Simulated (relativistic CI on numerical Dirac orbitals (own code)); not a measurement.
Ho³¹⁺: sensitivity of the levels to the model

Base calculation: Dirac-Coulomb-Breit CI, separate exchange-only KLI orbitals for each configuration, QED by a radiative potential, unscaled Slater integrals.

CI space (outside the closed core [Ar] 3d10): 4s²4p⁶, 4s²4p⁵4d, 4s4p⁶4d, 4s²4p⁵4f, 4s4p⁶4f, 4s²4p⁵5s, 4p⁶4d4f, 4s²4p⁵5p, 4p⁶4d², 4p⁵4d³, 4p⁵4d²4f, 4p⁵4d²5s, 4p⁵4d²5p, 4p⁶4f², 4p⁵4d4f², 4p⁵4f³, 4p⁵4f²5s, 4p⁵4f²5p. Double excitations out of closed p, d and f shells are left out; levels of such configurations are missing from the list, as are those of other unlisted configurations, and high levels can miss mixing partners.

Variants: (1) one mean potential for all configurations. Shifts of the energy above 4s²4p⁶ ¹S0, in cm⁻¹, for the lowest level and the first level of each name with at least 55 % of one term (blank where a level changes its place among those of its configuration and J or its character, or is not in the variant):

```csv
Level,Base,Δ(1)
4s²4p⁶ ¹S0,0,0
4s²4p⁵4d ³P°0,1001111,-65
4s²4p⁵4d ³P°1,1029057,-66
4s²4p⁵4d ³F°3,1053683,-68
4s²4p⁵4d ³F°4,1116857,-67
4s²4p⁵4d ³D°3,1174515,-71
4s²4p⁵4d ³D°1,1273164,-76
4s²4p⁵4d ³F°2,1469945,-69
4s²4p⁵4d ¹P°1,1648337,-90
4s4p⁶4d ³D1,2175914,-63
4s4p⁶4d ³D2,2204800,-39
4s4p⁶4d ³D3,2274765,-57
4s4p⁶4d ¹D2,2365888,+32
4s²4p⁵4f ³G4,2428553,-799
```

At this charge energies of transitions that change n are usually good to better than 1 %, and those within a shell (Δn = 0) to a few per cent.

Ionisation energy from the two ground configurations alone: base 1299.85 eV. The NIST ASD value (theoretical) is 1300 eV.

LS names give the leading component of a level, which can be under half, so a name can repeat, a term be missing and a line seem to break the LS rules.
